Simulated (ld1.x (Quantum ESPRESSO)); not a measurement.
O (Z = 8), ultrasoft: configuration errors across variants

O (Z = 8), ultrasoft, made with ld1.x (Quantum ESPRESSO) 7.5 (LDA (PZ), scalar-relativistic). Core [He], reference 2s1.5 2p4.5. Waves: 2s (bound): rcut 0.65, rcutus 0.85 bohr; 2s channel at -0.05 Ry: rcut 0.65, rcutus 0.85 bohr; 2p (bound): rcut 1.95, rcutus 2.25 bohr; 2p channel at 1.3 Ry: rcut 1.95, rcutus 2.25 bohr. Local part: all-electron potential smoothed inside 1.00 bohr (lloc = -1). Core correction: a·sin(br)/r model core inside 0.70 bohr. Augmentation charge: built from norm-conserving waves at rcut, not smoothed further.

All-electron excitation energies from the reference (eV): (1) 2s2 2p4 -7.285; (2) 2s2 2p3 9.299; (3) 2s2 2p2 43.007; (4) 2s1 2p5 7.300; (5) 2s2 2p1 96.971; (6) 2s0 2p6 21.943; (7) 2s2 2p0 173.926; (8) 2s1.5 2p4.5 spin -1.470; (9) 2s2 2p4 spin -8.694.

Spin tests fill each open shell by Hund’s rule, majority spin first.

The overlap operator is not positive definite (basis up to 400 Ry) in “wave 2p channel at 1.3 Ry: rcut 1.95, rcutus 2.25 bohr becomes 2p channel at 0.07 Ry: rcut 1.95, rcutus 2.25 bohr”, “wave 2p channel at 1.3 Ry: rcut 1.95, rcutus 2.25 bohr becomes 2p channel at 0.72 Ry: rcut 1.95, rcutus 2.25 bohr”. Such files are unfit for use, however small their errors in these radial tests.

Tests that are not counted but printed errors over 1 eV. “wave 2p channel at 1.3 Ry: rcut 1.95, rcutus 2.25 bohr becomes 2p channel at 0.07 Ry: rcut 1.95, rcutus 2.25 bohr”: 2s2 2p3 (pseudo-atom not self-consistent, printed error -1.0 eV). “wave 2p channel at 1.3 Ry: rcut 1.95, rcutus 2.25 bohr becomes 2p channel at 0.72 Ry: rcut 1.95, rcutus 2.25 bohr”: 2s2 2p1 (solver errors, printed error -11.4 eV).

The file “wave 2p channel at 1.3 Ry: rcut 1.95, rcutus 2.25 bohr becomes 2p channel at 0.72 Ry: rcut 1.95, rcutus 2.25 bohr” misses its own reference levels by 1.3 eV.

Errors AE − PS in meV (a dash: test not solved or not reliable):

| change | (1) | (2) | (3) | (4) | (5) | (6) | (7) | (8) | (9) | bound ghosts |
| --- | --- | --- | --- | --- | --- | --- | --- | --- | --- | --- |
| base | +0.6 | -116 | -76 | +0.2 | +1521 | +3.2 | +6405 | +12 | -7.5 | not determined |
| wave 2p channel at 1.3 Ry: rcut 1.95, rcutus 2.25 bohr becomes 2p channel at -0.55 Ry: rcut 1.95, rcutus 2.25 bohr | +1.8 | +166 | +831 | +1.6 | +2609 | +18 | +6405 | +50 | +16 | none |
| wave 2p channel at 1.3 Ry: rcut 1.95, rcutus 2.25 bohr becomes 2p channel at -0.45 Ry: rcut 1.95, rcutus 2.25 bohr | +1.9 | +180 | +898 | +1.8 | +2717 | +19 | +6405 | +53 | +17 | none |
| wave 2p channel at 1.3 Ry: rcut 1.95, rcutus 2.25 bohr becomes 2p channel at -0.12 Ry: rcut 1.95, rcutus 2.25 bohr | -1.3 | -266 | -517 | -1.4 | +989 | -9.8 | +6405 | -3.7 | -18 | not determined |
| wave 2p channel at 1.3 Ry: rcut 1.95, rcutus 2.25 bohr becomes 2p channel at 0.07 Ry: rcut 1.95, rcutus 2.25 bohr | +0.1 | – | -983 | -0.4 | +682 | -2.8 | +6405 | +2.4 | -14 | not determined (overlap not positive) |
| wave 2p channel at 1.3 Ry: rcut 1.95, rcutus 2.25 bohr becomes 2p channel at 0.72 Ry: rcut 1.95, rcutus 2.25 bohr | -1.9 | -1676 | -3353 | +2.4 | – | +7.7 | +509 | -0.5 | -11 | not determined (overlap not positive) |
| wave 2p channel at 1.3 Ry: rcut 1.95, rcutus 2.25 bohr becomes 2p channel at 5.2 Ry: rcut 1.95, rcutus 2.25 bohr | +0.4 | -110 | -102 | 0.0 | +1439 | +0.7 | +6405 | +14 | -5.9 | not determined |

**Question.** Give the same row for: wave 2p channel at 1.3 Ry: rcut 1.95, rcutus 2.25 bohr becomes 2p channel at 2.76 Ry: rcut 1.95, rcutus 2.25 bohr.

**Answer.** +59, -1759, -3821, -60, -4426, -186, -1450, +24, +67; bound ghosts: not determined.
